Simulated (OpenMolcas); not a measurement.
# O²⁺: CASPT2 settings compared

* Program: OpenMolcas
* Basis: ANO-R1 [3s2p1d]
* Scalar Hamiltonian: X2C, finite nucleus
* Active space: 2 electrons in 3 orbitals (2p)
* State averaging: 2S+1 = 3 even, 3 roots; 2S+1 = 1 even, 6 roots
* Spin-orbit coupling: state interaction with AMFI integrals over the reference wave functions, term energies averaged over their components

Methods on the same reference wave functions:
A. CASSCF
B. SS-CASPT2, IPEA 0.6 Eh, sigma1 regulariser 0.5 Eh (closed shells correlated: 1s 2s)
C. SS-CASPT2, IPEA 0.1 Eh, imaginary shift 0.15 Eh (closed shells correlated: 1s 2s)
D. SS-CASPT2, IPEA 0.6 Eh, sigma2 regulariser 0.5 Eh (closed shells correlated: 1s 2s)

Energies in cm⁻¹ above 2s² 2p² ³P₀, the measured ground level; measured values from Moore, Selected Tables of Atomic Spectra, NSRDS-NBS 3, section 11.

```json
{"Level": "2s² 2p² ³P₀", "A": "0.0", "B": "0.0", "C": "0.0", "D": "0.0", "Measured": "0.0"}
{"Level": "2s² 2p² ³P₁", "A": "111", "B": "111", "C": "111", "D": "111", "Measured": "113"}
{"Level": "2s² 2p² ³P₂", "A": "328", "B": "328", "C": "328", "D": "328", "Measured": ""}
{"Level": "2s² 2p² ¹D₂", "A": "22988", "B": "21640", "C": "22000", "D": "21640", "Measured": "20273"}
{"Level": "2s² 2p² ¹S₀", "A": "56733", "B": "49550", "C": "49490", "D": "49550", "Measured": "43186"}
```

Deviations, from unrounded energies. A percentage is the sum of absolute deviations over the sum of measured energies, with the sign that they share, or ± where signs differ.

```csv
Against measurement,Levels,A,B,C,D
mean absolute deviation (cm-1),3,5400,2600,2700,2600
fine structure of the ground term (%),1,-2.1,-1.9,-1.9,-1.9
other terms of the ground configuration (%),2,+25.6,+12.2,+12.6,+12.2
```

B, C, D lie about equally close to measurement and A furthest from it. The largest miss of D in the table is 2s² 2p² ¹S₀, by +6400 cm-1. The ranking rests on the paired levels alone, and a cruder setting can come out closer through cancelling errors.

Among B to D the level of the table that moves most is 2s² 2p² ¹D₂, by 350 cm-1 (lowest in D, highest in C). Moves below CASPT2's spread within the term are not significant.

The mean deviations of B to D differ by less than CASPT2's widest spread within a term (220 cm-1), so their order carries little weight.

From A to B the spin-free energies of the other terms of 2s² 2p² shown, above ³P, scale by factors of 0.87 to 0.94.

The lowest spin-free term lies below A's lowest term by 0.055 hartree in B, 0.060 hartree in C, 0.055 hartree in D.

CASPT2 does not keep the components of a term degenerate, so their means are used; among the terms shown or strongly mixed into the levels shown the widest spread is 220 cm-1 (2s² 2p² ¹D, B). With the s shell closed, the reference lacks s² → p² mixing. Computed and measured levels are paired by configuration, term and J; levels that our copy of the source lacks, or whose pairing is in doubt (as where it misses far off the trend of its configuration), stay unpaired and out of the deviations. Only configurations of the active space appear.
